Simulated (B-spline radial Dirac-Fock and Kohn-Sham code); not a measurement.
**The K (1s) hole of manganese ions: width and yield against charge**

Level of theory: independent-particle radiative and Coulomb Auger rates from relativistic LDA hole-state orbitals, with Dirac-Fock energies; a B-spline atomic structure program. Tabulated ground configurations, configuration averages; single configurations, so decays that open only by mixing (as 1s 2s² with 1s 2p² in Be-like ions) are missing and such tiny yields are far too low.

```csv
ion,configuration,radiative (eV),non-radiative (eV),yield
Mn,[Ar] 3d5 4s2,0.346,0.747,0.316
Mn⁺,[Ar] 3d5 4s1,0.346,0.746,0.317
Mn²⁺,[Ar] 3d5,0.346,0.745,0.317
Mn³⁺,[Ar] 3d4,0.347,0.750,0.317
Mn⁴⁺,[Ar] 3d3,0.349,0.757,0.316
Mn⁵⁺,[Ar] 3d2,0.351,0.764,0.315
Mn⁶⁺,[Ar] 3d1,0.353,0.772,0.314
Mn⁷⁺,[Ne] 3s2 3p6,0.356,0.782,0.313
Mn⁸⁺,[Ne] 3s2 3p5,0.351,0.767,0.314
Mn⁹⁺,[Ne] 3s2 3p4,0.346,0.751,0.315
Mn¹⁰⁺,[Ne] 3s2 3p3,0.340,0.733,0.317
Mn¹¹⁺,[Ne] 3s2 3p2,0.333,0.714,0.318
Mn¹²⁺,[Ne] 3s2 3p1,0.326,0.694,0.320
Mn¹³⁺,[Ne] 3s2,0.318,0.671,0.322
Mn¹⁵⁺,[He] 2s2 2p6,0.322,0.635,0.336
Mn¹⁶⁺,[He] 2s2 2p5,0.279,0.496,0.360
Mn¹⁷⁺,[He] 2s2 2p4,0.232,0.369,0.386
Mn¹⁸⁺,[He] 2s2 2p3,0.181,0.257,0.413
Mn¹⁹⁺,[He] 2s2 2p2,0.125,0.165,0.430
Mn²⁰⁺,[He] 2s2 2p1,0.0647,0.100,0.393
Mn²¹⁺,[He] 2s2,1.31e-07,0.0668,1.96e-06
```

Values without a named source are computed, but for edge energies of neutral atoms, which are taken from tables.
